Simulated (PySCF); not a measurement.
Molecule: SMILES [CH3][Zn][Cl] (CH₃ClZn). Atoms near the plane z = 0.0 Å, at the PBE0/def2-SVP optimised geometry (x, y, z in Å): Zn1 (0.1, 0.2, 0.0), Cl2 (2.2, 0.2, 0.0), C3 (-1.8, 0.2, 0.0), H4 (-2.2, 0.6, 1.0), H5 (-2.2, -0.8, -0.2), H6 (-2.2, 0.8, -0.8).

Method: PySCF 2.14.0 with PBE0/def2-TZVP. Cells within 0.4 Å of a nucleus heavier than hydrogen are left out (blank, or x). The values are rescaled to run from 0 to 1.

```
|44444444444444444444444444444|
|44444444444444444444444444444|
|44444444444444444444444444444|
|44444444444444444444444444444|
|44444444444444444444444444444|
|44444444444444444444444444444|
|44444444444444444444444444444|
|44444443333333333444444444444|
|44444333333333333344444444444|
|44443333333333333344444444444|
|44433333333443333444444444444|
|44433344434444333444444444444|
|44433345545543223454454433444|
|44433335xx7640xx1454xxx333344|
|44433335xx6640xx1454xxx333444|
|44433358965543233454454433444|
|44433359954444333444444444444|
|44433336544443333444444444444|
|44433333333333333344444444444|
|44443333333333333344444444444|
|44444333333333334444444444444|
|44444443344444444444444444444|
|44444444444444444444444444444|
|44444444444444444444444444444|
|44444444444444444444444444444|
|44444444444444444444444444444|
|44444444444444444444444444444|
|44444444444444444444444444444|
|44444444444444444444444444444|
```
Scale: ten equal steps from 0.000 (start of '0') to 1.00 (end of '9'), in the order '0123456789'; x runs from -4.50 to 4.50, y from -4.50 (bottom) to 4.50 (top).

Problem. Which quantity is mapped?
(A) Laplacian of the electron density
(B) deformation density (molecule minus spherical neutral atoms)
(C) electron localisation function
(D) log10 of the electron density

Solution. B, deformation density (molecule minus spherical neutral atoms). In full: deformation density (molecule minus spherical neutral atoms) (e/bohr³).
